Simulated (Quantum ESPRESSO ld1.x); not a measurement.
Initial-state core-level shifts of the iron ion Fe+ when its valence configuration changes from [Ar] 3d6 4s1. All-electron calculation, scalar-relativistic Kohn-Sham, PBEsol, spin-unpolarised, spherical densities, point nucleus. Program: ld1.x of Quantum ESPRESSO 7.5. Shifts are changes of the shell-averaged eigenvalues in eV (positive: less bound).

valence	1s	2p	3s	3p
3d5 4s2	-6.795	-7.603	-6.538	-6.329
3d7	+5.385	+5.989	+5.425	+5.262
3d6 4p1	-1.482	-1.400	-1.486	-1.485
3d5 4s1 4p1	-8.257	-9.009	-7.992	-7.776
3d5 4p2	-9.653	-10.351	-9.382	-9.159
3d6 4s0.5 4p0.5	-0.749	-0.709	-0.751	-0.751
3d5.5 4s1 4p0.5	-3.975	-4.318	-3.890	-3.789
3d5 4s1.5 4p0.5	-7.535	-8.315	-7.273	-7.061
3d4 4s2 4p1	-16.303	-18.093	-15.352	-14.889
